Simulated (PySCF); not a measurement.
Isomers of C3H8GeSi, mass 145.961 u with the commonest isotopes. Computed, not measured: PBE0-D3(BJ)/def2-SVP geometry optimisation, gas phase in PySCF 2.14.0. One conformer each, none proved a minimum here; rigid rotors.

**Question.** Order these by rotational constant A, largest first.
A. `C#[C][Ge@H]([CH3])[SiH3]`
B. `[CH:1]#[C:2][GeH2:3][CH2:4][SiH3:5]` with C2–Ge3–C4–Si5 60°
C. `C#C[C@@H]([SiH3])[GeH3]`

**Answer.** B (3243 MHz), A (3029 MHz), C (2796 MHz).

**Question.** Order these by out-of-plane moment Σ m c² = (Ia + Ib − Ic)/2, largest first.
A. `C#C[C@@H]([SiH3])[GeH3]`
B. `C#[C][Ge@H]([CH3])[SiH3]`
C. `[CH:1]#[C:2][GeH2:3][CH2:4][SiH3:5]` with C2–Ge3–C4–Si5 60°

**Answer.** B (27.75 u·Å²), C (16.32 u·Å²), A (14.09 u·Å²).

**Question.** Order these by rotational constant B, smallest first.
A. `C#C[C@@H]([SiH3])[GeH3]`
B. `[CH:1]#[C:2][GeH2:3][CH2:4][SiH3:5]` with C2–Ge3–C4–Si5 60°
C. `C#[C][Ge@H]([CH3])[SiH3]`

**Answer.** B (1596 MHz), A (1725 MHz), C (1906 MHz).

```csv
SMILES,point group,Ia (u·Å²),Ib (u·Å²),Ic (u·Å²),κ,μa (D),μb (D),μc (D)
C#[C][Ge@H]([CH3])[SiH3],C1,166.85,265.12,376.46,-0.33,0.05,0.63,0.41
C#C[C@@H]([SiH3])[GeH3],C1,180.77,293.05,445.64,-0.29,0.32,0.17,0.37
C#[C][GeH2][CH2][SiH3],C1,155.85,316.70,439.91,-0.57,0.10,0.36,0.62
```
